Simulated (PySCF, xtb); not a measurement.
Si(H)3(Cl) cation (ClH3Si), SMILES [SiH3]Cl (connectivity only; charge and spin as stated), charge +1, multiplicity 2.

Harmonic wavenumbers (cm⁻¹) from GFN2-xTB run with xtb at its own minimum, in rising order: 116, 391, 467, 485, 611, 718, 1649, 1862, 2358.

Task: What does ωB97X-D3(BJ)/def2-TZVP (PySCF) give at its own minimum? (Estimate from the structure and the level; the computed values follow.)

Result: 414, 522, 616, 659, 670, 894, 1508, 1858, 2379. Paired by order, the mean absolute difference is 128 cm⁻¹ and the zero-point energies are 12.4 and 13.6 kcal/mol.
